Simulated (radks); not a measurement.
Values are calculated unless marked as measured or tabulated.
Problem. The mean radii <r> (bohr) of the occupied orbitals of an atom or ion are listed with their occupations. Code: a radial shooting solver on a logarithmic mesh with Libxc functionals. Model: Dirac Kohn-Sham, PBE, spin-unpolarised, spherical densities, finite nucleus; Fermi nuclear charge, rms radius of each element as measured or else 0.836 A^(1/3) + 0.57 fm.

orbital  occ.      <r>
1s1/2       2  0.01932
2s1/2       2  0.08108
2p1/2       2  0.06725
2p3/2       4  0.07482
3s1/2       2   0.2083
3p1/2       2   0.1978
3p3/2       4   0.2109
3d3/2       4   0.1842
3d5/2       6   0.1883
4s1/2       1   0.4144

Name the element and its charge. Open shells, if any, fill j = l - 1/2 first.

Solution. Z = 71, lutetium, charge +42: Lu42+ in [Ar] 3d10 4s1. The 1s radius gives Z: for a bare nucleus <r> = (2 gamma + 1)/(2Z) with gamma = sqrt(1 - (Z/c)^2), 0.01909 bohr for Z = 71, and screening makes it slightly larger (0.01932 here). The occupations add up to 29, and the charge is Z minus that.
